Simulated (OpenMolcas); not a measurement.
# Exact exchange and the electronic atomisation energy of AsF3

The species is AsF3 (4 atoms), meant as a singlet with charge 0. As SMILES, `F[As](F)F`. The coordinates come from a PBE0-D4/def2-TZVP relaxation.

The electronic atomisation energy y, in eV, basis cc-pVDZ; a is the functional's share of exact exchange. Programs: OpenMolcas 26.06.

| functional | program | a | y (eV) |
| --- | --- | --- | --- |
| BLYP | OpenMolcas | 0 | 13.85 |
| PBE | OpenMolcas | 0 | 14.12 |
| B3LYP | OpenMolcas | 0.2 | 13.15 |
| PBE0 | OpenMolcas | 0.25 | ? |
| BHLYP | OpenMolcas | 0.5 | 11.77 |

Question: Fit y = c + s·a to the known rows and predict PBE0.

Answer: 
1. Means of the 4 rows: a = 0.1750, y = 13.223.
2. Σ(Δa)² = 0.1675, Σ(Δa·Δy) = -0.74075, so the slope is -0.74075/0.1675 = -4.4224.
3. Intercept: 13.223 − (-4.4224) × 0.1750 = 13.997. The largest residual of the fit is 0.15.
4. PBE0: 13.997 + (-4.4224) × 0.25 = 12.89 eV.

The run gave 12.89 eV, so the prediction is off by 0.00 eV: they agree to the digits shown. The rows mix families of semi-local functionals, which the line can't see.
